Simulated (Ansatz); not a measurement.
```yaml
crystal:
  periodic: [false, false, false]
  atoms:
    - {symbol: Ge, position_ang: [0.959289, -0.188110, 0.560881]}
    - {symbol: Sn, position_ang: [-0.270507, 2.025664, -0.125346]}
    - {symbol: Sn, position_ang: [-0.776992, -1.775720, -0.431347]}
basis:
  gaussian: {orbitals: STO-3G}
total_charge: 2
hamiltonian: {xc: {name: B3LYP5}, pseudopotentials: {relativity: scalar}}
scf: {omitted_lower_state_checks: [starts]}
```

```sh
$ ansatz run in.yaml --threads 4 --pin off --events-out ev --progress --plain --max-ram 3916MiB
```

Output, abridged:

```
Functional definition: B3LYP5
886 factors; integrals over basis functions are off by at most 6.0e-5 eV
mean field evaluation 1: about -386611.8534 eV, gradient 2.8e1 eV
mean field evaluation 2: about -385523.5823 eV, gradient 4.2e2 eV
mean field evaluation 4: about -386613.0054 eV, gradient 2.0e1 eV
mean field evaluation 8: about -386616.4136 eV, gradient 1.8e0 eV
mean field evaluation 16: about -386616.4247 eV, gradient 4.2e-3 eV
mean field evaluation 32: about -386616.9418 eV, gradient 1.8e-5 eV
mean field -386616.94177127 eV, -14207.9105517187 hartree, gradient 1.8e-5 eV, S^2 0.000000; 0 other end points of the search recorded, 0 dependent functions left out
reference -386616.94196776 eV, -14207.9105589396 hartree; 65, 65 occupied and 7, 7 virtual orbitals, 886 factors
Total energy: -386616.94196776 eV, -14207.9105589396 hartree
Relativity: scalar
Checks for a lower state left out: starts
```

Hardware: 4 threads of Arm Neoverse V2 on a shared host. Wall time 1.8 s.
